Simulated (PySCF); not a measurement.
CH4ClFOSi2, SMILES O=C([SiH2]F)[SiH2]Cl. Atoms are numbered in the order given.

```xyz
10

O      0.0826    -1.0722    -2.1222
C      0.1793    -0.6347    -0.9943
Si     1.7814     0.3522    -0.5369
F      1.8691     0.4175     1.0873
Si    -1.2609    -0.8640     0.2891
Cl    -1.5992     1.0337     1.0449
H      1.7013     1.7317    -1.0873
H      2.9635    -0.3832    -1.0573
H     -2.4831    -1.3660    -0.3919
H     -0.8398    -1.7631     1.3997
```

Geometry optimised at PBE0-D3(BJ)/def2-SVP. This is a generated structure with no PubChem entry under its InChIKey; it may be hypothetical. One conformer was computed; it need not be the lowest.

Method: PySCF with PBE/pcSseg-1.

GIAO shieldings, no solvent; atoms listed in one row are averaged. δ = σ(ref) − σ: ¹⁷O against H2O (σ = 334.3 ppm); ¹³C against TMS (σ = 182.0 ppm); ²⁹Si against TMS (σ = 335.4 ppm); ¹⁹F against CFCl3 (σ = 133.6 ppm); ³⁵Cl against HCl (σ = 936.5 ppm); ¹H against TMS (σ = 31.49 ppm), references at their B3LYP-D3(BJ)/def2-TZVP geometries, non-relativistic (without spin–orbit terms, shifts of atoms bonded to Cl or Br come out too high).

Computed chemical shifts:
```
nucleus  atoms  count  δ (ppm)
-------  -----  -----  -------
¹⁷O         O1      1   1104.1
¹³C         C2      1    300.9
²⁹Si       Si3      1    -33.4
²⁹Si       Si5      1    -38.7
¹⁹F         F4      1   -252.7
³⁵Cl       Cl6      1    -53.5
¹H         H10      1     5.84
¹H          H7      1     5.52
¹H          H8      1     5.04
¹H          H9      1     4.98
```
